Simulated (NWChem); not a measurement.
System: WN$_{2}$H$_{4}$O$_{2}$; SMILES [NH]=[W]([OH])(=[NH])[OH]

```xyz
9

W      0.0000     0.0000    -0.0072
N      0.0051    -1.4195    -1.0295
H      0.0059    -1.9507    -1.8928
N     -0.0051     1.4195    -1.0295
H     -0.0059     1.9507    -1.8928
O     -1.5637    -0.0050     1.0665
H     -2.4959     0.0046     0.8347
O      1.5637     0.0050     1.0665
H      2.4959    -0.0046     0.8347
```
Atoms are numbered in this order, from 1.

All runs: NWChem. All runs use the structure optimised with PBE0/def2-SVP. No frequency run checked for a minimum. def2 effective core potentials on W; no spin-orbit coupling.

Problem. Predict the results for LDA (Slater exchange, PW92)/def2-SVP. Quantities: highest occupied level (eV); orbital gap (eV); dipole (D).

Solution. 
```json
{
  "highest occupied level (eV)": "-5.90",
  "orbital gap (eV)": "4.34",
  "dipole (D)": "1.98"
}
```
